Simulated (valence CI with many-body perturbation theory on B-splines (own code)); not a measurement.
Level structure of Tc²¹⁺

Calculated by valence CI with perturbative core correlation (CI+MBPT): four valence electrons over a frozen Dirac-Fock core [Ar], radial functions for each j: 7 s, 7 p, 8 d, 6 f, 4 g, 1 h, with the one-electron correlation potential Σ1, the two-electron term Σ2, the three-electron term Σ3, Breit, model QED; selected CI, second order for the rest, scaled by the run's own slope (own B-spline code, finite nucleus).

No measured spectrum was set against this ion. As an estimate, terms of the open shell hold to 2 to 4 % of their energy, and close levels can change places. Only levels of the ground parity were solved; by the run's estimate the other parity begins above the list, which can be wrong where configurations are misplaced.

Levels 1 to 34 of 34, with energies above the lowest level, 3d4 5D_0. "Leading %" is the weight of the configuration and term that name the level; weights of strongly mixed levels are sums over their largest components and can fall short. Lifetimes count E1, E2, E3, M1 and M2 decay at the calculated energies, and are blank where another channel may lead or the interval is too uncertain; long ones can be off by a factor of two.

```csv
No.,Configuration,Term,J,E (eV),Leading %,g,Lifetime
1,3d4,5D,0,0.000,74,,
2,3d4,5D,1,1.572,89,1.497,11.1 ms
3,3d4,5D,2,3.118,94,1.483,10.2 ms
4,3d4,5D,3,4.456,92,1.471,18.5 ms
5,3d4,5D,4,5.519,82,1.444,65.3 ms
6,3d4,3P,0,9.359,61,,242 μs
7,3d4,3H,4,10.437,58,0.940,1.98 ms
8,3d4,3G,3,12.547,59,0.899,809 μs
9,3d4,3H,5,12.763,79,1.066,5.06 ms
10,3d4,3P,1,12.782,83,1.417,328 μs
11,3d4,3F,2,13.035,79,0.757,648 μs
12,3d4,3H,6,13.779,80,1.131,127 ms
13,3d4,3G,4,14.969,37,1.060,701 μs
14,3d4,3P,2,15.819,57,1.334,1.30 ms
15,3d4,3G,4,15.897,33,1.096,826 μs
16,3d4,3F,3,16.724,62,1.026,752 μs
17,3d4,3D,3,17.743,72,1.228,439 μs
18,3d4,3G,5,18.236,79,1.162,1.11 ms
19,3d4,3P,2,18.874,31,1.175,326 μs
20,3d4,1I,6,19.586,80,1.030,917 μs
21,3d4,3D,1,19.715,91,0.591,292 μs
22,3d4,1S,0,22.071,80,,
23,3d4,1G,4,22.105,52,1.059,382 μs
24,3d4,1D,2,23.533,43,1.085,314 μs
25,3d4,1F,3,24.713,71,1.041,
26,3d4,3P,2,27.186,80,1.372,444 μs
27,3d4,3F,4,28.230,81,1.203,
28,3d4,3F,2,29.349,76,0.776,267 μs
29,3d4,3F,3,29.781,82,1.070,
30,3d4,3P,1,30.329,98,1.487,
31,3d4,3P,0,31.785,92,,
32,3d4,1G,4,32.272,85,1.031,
33,3d4,1D,2,40.406,96,0.998,
34,3d4,1S,0,51.098,96,,87.6 μs
```

Names give the largest LS component (configuration and term), which can be under half, so a name can repeat, a term be missing and a line seem to break the LS rules; names also repeat where a configuration has a term twice.

The ionisation energy to 3d3 4F_3/2 of the next ion comes out as 967.69 eV (NIST: 968 ± 4 eV (theoretical)). All 34 levels together are meant to be complete up to 53.143 eV.
